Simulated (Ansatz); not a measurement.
Basis-set extrapolation for `COB(O)F` (PBE0-D4/def2-TZVP geometry, frozen core, Ansatz 0.2.0). Multiplicity 1, RHF reference.

|  | def2-TZVPP | def2-QZVPP |
| --- | --- | --- |
| HF | -314.356698 | -314.371523 |
| MP2 correlation | -0.987743 | -1.068626 |
| CCSD(T) correlation | -1.041562 | not run |

Energies in hartree. Use E(X) = E(∞) + A·exp(−7.88·√X) for Hartree–Fock and E(X) = E(∞) + B·X^(−2.97) for correlation, with X = 3 and 4, and add CCSD(T) minus MP2 of the smaller set to the MP2 limit.

Task: What is the CCSD(T) energy at the basis-set limit?

Result: HF limit: -314.371523 + (-0.014825) × 0.13774 = -314.37356. MP2 limit: -1.068626 + (-0.080883) × 0.74074 = -1.12854. Higher-order term: -1.041562 − (-0.987743) = -0.05382. Total: -315.55592 hartree, 4.29 eV below CCSD(T)/def2-TZVPP.
